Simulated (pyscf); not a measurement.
Structures and frequencies: ωB97X-D3(BJ)/def2-SVP in PySCF.

**Question.** What is the homolytic dissociation enthalpy (298 K, ωB97M-D3(BJ)/def2-TZVP) of the Al–O bond of `[OH][Al]([OH])[O][Al]([Cl])[Cl]`, to [HO–Al–OH]• + •O–Al(Cl)–Cl?

**Answer.** Al–O to [HO–Al–OH]• + •O–Al(Cl)–Cl: 6.07 eV. The 7 functionals that were run give +5.67 (PBE) to +6.07 eV (ωB97M-D3(BJ)). The radicals are drawn with the spin at the cut bond; how far it spreads was not checked. Other isomers of [HO–Al–OH]•, •O–Al(Cl)–Cl were not searched in full and may lie lower.
